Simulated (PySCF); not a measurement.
C₂H₄O₃Si, SMILES C#C[Si](O)(O)O. Geometry: PBE-D3(BJ)/def2-SVP. This is a generated structure with no PubChem entry under its InChIKey; it may be hypothetical. One conformer was computed; it need not be the lowest.

### Question
Give the equilibrium geometry at PBE-D3(BJ)/def2-SVP (PySCF confirms it by a frequency run) as a Z-matrix, and its point group. (The exact figures need the calculation; the answer reports its results.)

### Answer
Several could match; the one computed here: point group C3.
```
Si
O 1 1.6608
H 2 0.9728 1 114.90
O 1 1.6608 2 108.86 3 174.33
H 4 0.9728 1 114.90 2 -67.13
O 1 1.6608 2 108.86 3 -67.13
H 6 0.9728 1 114.90 2 174.33
C 1 1.8416 2 110.07 3 53.60
C 8 1.2294 2 147.10 3 46.89
H 9 1.0826 2 156.81 3 47.22
```
Charge 0, spin multiplicity 1.
